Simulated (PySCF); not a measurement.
Computed IR spectrum (relative IR intensity) of a molecule C5H12. The structure is a stationary point at r2SCAN-D4/def2-SVP. One conformer was computed; it need not be the lowest. Method: r2SCAN-D4/def2-SVP (PySCF). Frequencies are harmonic and unscaled.

```
ν (cm⁻¹)  relative intensity
--------  ------------------
1266                     8.3
1370                      14
1488                      14
3015                      55
3117                     100
```

Q: Which structure fits?
A) CCCCC
B) CC(C)(C)C
C) CCC(C)C

A: B, CC(C)(C)C
